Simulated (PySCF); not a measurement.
Computed IR spectrum (relative IR intensity) of a molecule CH6ClFSi3. The structure is a stationary point at PBE-D3(BJ)/def2-SVP. The values are those of a single conformer. Calculation: PBE-D3(BJ)/def2-SVP (PySCF). Frequencies are harmonic and unscaled.

ν (cm⁻¹): 185 (vw), 225 (vw), 271 (vw), 430 (vw), 539 (s), 594 (vw), 613 (m), 646 (s), 652 (w), 683 (vw), 765 (vs), 854 (s), 865 (m), 887 (m), 919 (w), 954 (m), 1303 (w), 2150 (m), 2156 (s), 2171 (m), 2179 (s) (against the strongest line: vs over 80 %, s over 45 %, m over 15 %, w over 4 %, vw less)

### Question
Pick the molecule that these values belong to.
A. F[Si@H]1C[Si@@H](Cl)[SiH2]1
B. F[Si@@H]1[SiH2]C[Si@H]1Cl
C. F[Si]1(Cl)[SiH2]C[SiH2]1
D. F[Si@]1(Cl)C[SiH2][SiH2]1

### Answer
D, F[Si@]1(Cl)C[SiH2][SiH2]1
